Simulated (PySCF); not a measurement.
Sn(F)(Cl)2(NH2) (Cl2FH2NSn), SMILES [Sn]([F])([Cl])([Cl])[NH2]. Coordinates come from a B3LYP-D3(BJ)/def2-SVP optimisation. The structure was generated by enumeration; whether it is a known compound was not checked. The def2 effective core potentials stand for the cores of Sn; spin–orbit coupling is left out. One conformer was computed; it need not be the lowest.

Computed equilibrium geometry at B3LYP-D3(BJ)/def2-SVP (PySCF confirms it by a frequency run) as bond lengths and angles (one conformer of several):
Atoms: N1 Sn2 F3 Cl4 Cl5 H6 H7. Bonds (Å): N1–Sn2 2.024, N1–H6 1.022, N1–H7 1.022, Sn2–F3 1.940, Sn2–Cl4 2.333, Sn2–Cl5 2.334. Bond angles (°): Sn2–N1–H6 111.2, Sn2–N1–H7 111.1, H6–N1–H7 108.1, N1–Sn2–F3 113.4, N1–Sn2–Cl4 110.2, N1–Sn2–Cl5 110.1, F3–Sn2–Cl4 105.8, F3–Sn2–Cl5 105.9, Cl4–Sn2–Cl5 111.4.
